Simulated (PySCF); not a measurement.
Two species compared at the same levels of theory.

First species: C6H13As.
SMILES: `C[AsH]CC1CCC1`

Second species: Pentyl formate, C₆H₁₂O₂.
InChI=1S/C6H12O2/c1-2-3-4-5-8-6-7/h6H,2-5H2,1H3

Levels: CAM-B3LYP/def2-SVPD for HOMO energy, LUMO energy, HOMO–LUMO gap and static isotropic polarisability; TDDFT CAM-B3LYP/def2-SVPD for lowest singlet excitation; TDA CAM-B3LYP/def2-SVPD for lowest triplet excitation (Tamm–Dancoff). Geometries: PBE0-D3(BJ)/def2-SVP. Each structure is a single optimised conformer of the isolated species, non-relativistic unless stated. Electronic properties by PySCF.

Dipoles, sizes and rotational constants follow the conformer. The torsions of the flexible species, by atom-mapped SMILES:
- `[CH3:1][AsH:2][CH2:3][CH:4]1[CH2:5][CH2:6][CH2:7]1`: C1–As2–C3–C4 -75°, As2–C3–C4–C5 -169°

The conformers of `CCCCCOC=O` aren't listed.

```json
{"property": "HOMO energy", "column X": "-9.85 eV", "column Y": "-7.99 eV"}
{"property": "LUMO energy", "column X": "1.14 eV", "column Y": "1.15 eV"}
{"property": "HOMO–LUMO gap", "column X": "10.99 eV", "column Y": "9.14 eV"}
{"property": "lowest singlet excitation", "column X": "5.91 eV", "column Y": "6.16 eV"}
{"property": "lowest triplet excitation (Tamm–Dancoff)", "column X": "5.36 eV", "column Y": "5.29 eV"}
{"property": "static isotropic polarisability", "column X": "81.4 au", "column Y": "102.7 au"}
```

Question: Which column belongs to which species?

Answer: Column X is the second species and column Y the first. The first has 20 atoms and 82 electrons, the second 20 and 64.

Question: How does each property change from the first species to the second?

Answer: HOMO energy -1.86 eV; LUMO energy -0.01 eV; HOMO–LUMO gap +1.85 eV; lowest singlet excitation -0.25 eV; lowest triplet excitation (Tamm–Dancoff) +0.07 eV; static isotropic polarisability -21.3 au.

On the first: S1 lies 2.98 eV below the HOMO–LUMO gap; its leading configuration is HOMO→LUMO, weight 0.86. The polarisability is 15.22 Å³ as a volume (1 au = 0.148185 Å³), or 1.25 au for each of the 82 electrons. Relativistic effects, spin–orbit coupling among them, are left out although an element past zinc is present.

On the second: The vertical singlet–triplet gap S1 − T1 is 0.55 eV (TDDFT singlet less Tamm–Dancoff triplet; S1: HOMO→LUMO, weight 0.84; T1: HOMO→LUMO, weight 0.84). No computed singlet falls in the visible range (750 to 380 nm, 1.65 to 3.26 eV); S1 lies 2.65 eV above its blue end.
